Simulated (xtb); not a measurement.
Ti(OMe)(H)3 (CH6OTi), SMILES [O](C)[TiH3], multiplicity 1. All values are semi-empirical tight-binding results from xtb (GFN2-xTB unless named), good for trends rather than for accurate numbers. Coordinates come from a GFN2-xTB optimisation. The multiplicity is an assumed one; other spin states were not compared.

For metal compounds this method's bond lengths and energies can be far off.

Computed properties:
- point group as xtb finds it = C3
- orbital gap = 2.74 eV
- zero-point energy = 34.7 kcal/mol
- G − E(el) at 298.15 K (modified RRHO) = 17.0 kcal/mol
